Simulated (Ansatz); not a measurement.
Reactions of H₃MoNO₃, SMILES `[NH2][Mo](=[O])(=[O])[OH]`.

Isolated molecules relaxed with PBE0-D4/def2-TZVP in Ansatz; ΔE leaves out vibrations. CCSD(T)/CBS is the MP2 limit (def2-TZVPP, def2-QZVPP) plus CCSD(T) − MP2 in def2-TZVPP, frozen cores. This one scheme is used for every species. Functionals use def2-TZVPP. def2 core potentials past Kr. For Br, Ga, Ge, Hf, Mo outer-core shells are correlated without core-valence functions, which leaves a few kJ/mol of doubt a bond. Scalar relativity is left out up to krypton. Each species was taken in one conformer, which may not be the lowest.

```json
{"reaction": "`[NH2][Mo](=[O])(=[O])[OH]` + HCl → `[NH2][Mo](=[O])(=[O])[Cl]` + H₂O", "CCSD(T)/CBS(def2) (kJ/mol)": "?"}
{"reaction": "`[NH2][Mo](=[O])(=[O])[OH]` + `[NH2][Hf]([NH2])([F])[Cl]` → `[O]=[Mo](=[O])([OH])[Cl]` + `[NH2][Hf]([NH2])([NH2])[F]`", "CCSD(T)/CBS(def2) (kJ/mol)": "44"}
{"reaction": "`[NH2][Mo](=[O])(=[O])[OH]` + `[Cl][Ga]([Cl])[Br]` → `[NH2][Mo](=[O])(=[O])[Cl]` + `[OH][Ga]([Cl])[Br]`", "CCSD(T)/CBS(def2) (kJ/mol)": "7"}
{"reaction": "`[NH2][Mo](=[O])(=[O])[OH]` + `N[SiH2][O][GeH3]` → `[NH2][Mo]([NH2])(=[O])=[O]` + `O[SiH2][O][GeH3]`", "CCSD(T)/CBS(def2) (kJ/mol)": "-20"}
{"reaction": "`[NH2][Mo](=[O])(=[O])[OH]` + `FC1C[SiH2]1` → `[NH2][Mo](=[O])(=[O])[F]` + `OC1C[SiH2]1`", "CCSD(T)/CBS(def2) (kJ/mol)": "?"}
{"reaction": "`[NH2][Mo](=[O])(=[O])[OH]` + `CC(F)(S)S` → `[O]=[Mo](=[O])([OH])[F]` + `CC(N)(S)S`", "CCSD(T)/CBS(def2) (kJ/mol)": "-64"}
{"reaction": "`[NH2][Mo](=[O])(=[O])[OH]` + `CCOC=O` → `[CH3][Mo]([NH2])(=[O])=[O]` + `O=COCO`", "CCSD(T)/CBS(def2) (kJ/mol)": "?"}
{"reaction": "`[NH2][Mo](=[O])(=[O])[OH]` + `CB(N)Br` → `[CH3][Mo](=[O])(=[O])[OH]` + `NB(N)Br`", "CCSD(T)/CBS(def2) (kJ/mol)": "-11"}
{"reaction": "`[NH2][Mo](=[O])(=[O])[OH]` + `C=C[Si](O)(Cl)O[SiH3]` → `[O]=[Mo](=[O])([OH])[OH]` + `C=C[Si](N)(Cl)O[SiH3]`", "CCSD(T)/CBS(def2) (kJ/mol)": "21"}
```

**Question.** Fill in the missing values. (Best estimate.)

**Answer.** The calculation gave: `[NH2][Mo](=[O])(=[O])[OH]` + HCl → `[NH2][Mo](=[O])(=[O])[Cl]` + H₂O: -47.3 kJ/mol; `[NH2][Mo](=[O])(=[O])[OH]` + `FC1C[SiH2]1` → `[NH2][Mo](=[O])(=[O])[F]` + `OC1C[SiH2]1`: -35.2 kJ/mol; `[NH2][Mo](=[O])(=[O])[OH]` + `CCOC=O` → `[CH3][Mo]([NH2])(=[O])=[O]` + `O=COCO`: +109.9 kJ/mol.

Largest T1 diagnostic: 0.025, for `[O]=[Mo](=[O])([OH])[OH]`.
